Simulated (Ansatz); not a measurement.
`[SiH3][GeH]1[CH2][NH]1` + `[OH][In]([SH])[O][SiH3]` → `[SiH3][O][In]([SH])[O][SiH3]` + `[CH2]1[NH][GeH2]1`  (cleavage of the Si–Ge bond)

Computed with Ansatz on PBE0-D4/def2-TZVP structures; ΔE is electronic, products minus reactants. CBS: MP2 limit from def2 TZ/QZ plus the TZ coupled-cluster correction, frozen cores. DFT in def2-TZVPP. B3LYP here is the variant with VWN-RPA as its local correlation; programs differ in this. Elements past krypton have def2 core potentials. For Ge, In outer-core shells are correlated without core-valence functions, which leaves a few kJ/mol of doubt a bond. Scalar relativity is left out up to krypton. Each species was taken in one conformer, which may not be the lowest.

```tsv
level	ΔE (kJ/mol)
r2SCAN-D4	-63.2
B3LYP	-68.4
SCS-MP2/def2-TZVPP	-81.6
HF/CBS(def2)	-108.7
```

Task: What does CCSD(T)/CBS give? (Best estimate.)

Result: The calculation gave: -71.7 kJ/mol. The listed levels differ from it by 8.5, 3.3, -9.9, -37.0 kJ/mol.

Largest T1 diagnostic among the species: 0.016.

In def2-TZVPP, CCSD(T) changes the Hartree–Fock value by +31.5 kJ/mol (the triples alone add +5.0 kJ/mol) and MP2 by +30.2 kJ/mol. From PBE to PBE0 (25 % exact exchange), in def2-TZVPP and without D4, ΔE moves by −11.9 kJ/mol.
